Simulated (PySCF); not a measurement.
# Electron correlation in Sr+ (strontium, charge +1)

[Kr] 4d1, 2D determinant (an excited configuration). Computed with PySCF 2.14 in aug-cc-pwCVTZ-X2C with one added diffuse shell each of s, p, d, f type (11s10p8d4f, 109 functions), with the spin-free X2C one-electron Hamiltonian (Gaussian nucleus). Frozen: [Ar] 3d10; 9 electrons correlated.

| level | correlation energy (mhartree) |
| --- | --- |
| CCSD | -208.79 |
| (T) | -5.05 |
| CCSD(T) | -213.84 |

Diagnostics: T1 = 0.0058, D1 = 0.0208, largest double amplitude 0.013.

Cost of the coupled-cluster step: roughly 50 core-seconds, for 9 correlated electrons.
